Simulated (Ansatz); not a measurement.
`BC#N` and `N#[C][GaH2]` differ in one element.

Ansatz, PBE0-D4/def2-TZVP geometries, multiplicity 1. 

Scalar relativity is left out up to krypton.

```json
{"property": "HOMO energy (PBE/def2-TZVPP) / eV", "`BC#N`": "-8.40"}
{"property": "size of the dipole moment (ωB97M-V/def2-TZVPP) / D", "`BC#N`": "2.76"}
{"property": "ideal-gas entropy at 298 K and 1 bar (rigid rotor, harmonic PBE0-D4/def2-TZVP) / J/(mol·K)", "`BC#N`": "247"}
{"property": "LUMO energy (PBE0/def2-TZVPP) / eV", "`BC#N`": "-3.35"}
{"property": "HOMO–LUMO gap (B3LYP/def2-TZVPP) / eV", "`BC#N`": "5.94"}
{"property": "zero-point energy (PBE0-D4/def2-TZVP) / kJ/mol", "`BC#N`": "73.5"}
```

(1) What does the change do to each property? (Estimate.)

## Answers

(1) Computed: 
```tsv
property	`N#[C][GaH2]`	shift
HOMO energy (PBE/def2-TZVPP) / eV	-8.00	0.40
size of the dipole moment (ωB97M-V/def2-TZVPP) / D	3.80	1.04
ideal-gas entropy at 298 K and 1 bar (rigid rotor, harmonic PBE0-D4/def2-TZVP) / J/(mol·K)	281	34
LUMO energy (PBE0/def2-TZVPP) / eV	-2.69	0.66
HOMO–LUMO gap (B3LYP/def2-TZVPP) / eV	6.08	0.14
zero-point energy (PBE0-D4/def2-TZVP) / kJ/mol	55.0	-18.5
```

With PBE0 the HOMO rises by 0.48 eV and the LUMO rises by 0.66 eV, so the gap widens by about 0.18 eV. PBE moves the HOMO by 0.40 eV and ωB97M-V by 0.53 eV. Dipoles are sizes alone; their direction can turn.

B3LYP here is the variant with VWN-RPA as its local correlation; programs differ in this.
